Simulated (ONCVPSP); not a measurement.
scandium (Sc): excitation energies, all-electron against ONCV

```json
{"Element": "scandium (Sc)", "Generator": "ONCVPSP 4.0.1", "Type": "optimised norm-conserving Vanderbilt (ONCV)", "Functional": "PBE", "Relativity": "scalar-relativistic", "Frozen core": "[Ar]", "Valence charge": "3", "Reference configuration": "3d1 4s0.5 (charge +1.5)", "Partial waves": "4s: rc 3.10 bohr, ncon 4, nbas 8, qcut 2.3 1/bohr, 2 projectors, debl 2.8 Ha; p scattering state at 0.34 Ha: rc 3.30 bohr, ncon 4, nbas 8, qcut 2.1 1/bohr, 2 projectors, debl 3.5 Ha; 3d: rc 2.75 bohr, ncon 5, nbas 10, qcut 6.9 1/bohr, 2 projectors, debl 2 Ha", "Local potential": "polynomial inside 1.75 bohr (lpopt 1, dvloc0 6 Ha)", "Core correction": "Teter function, fcfact 5.25, rcfact 1.05"}
```

In the p channel the program set the typed energies aside and used 0.050, 3.550 Ha.

Energies are relative to the spin-unpolarised reference configuration 3d1 4s0.5; without spin polarisation the order of configurations can differ from experiment.

| valence configuration | charge | ΔE all-electron (eV) | error AE − PS (meV) |
| --- | --- | --- | --- |
| 3d1 4s2 | 0 | -12.506 | +171 |
| 3d1 4s1 | +1 | -5.609 | +40 |
| 3d1 4s0 | +2 | 7.159 | +68 |

Q: What are ΔE and the potential's error for 3d1 4s1.5?

A: ΔE = -9.752 eV all-electron; the error (AE − PS) is +109 meV.
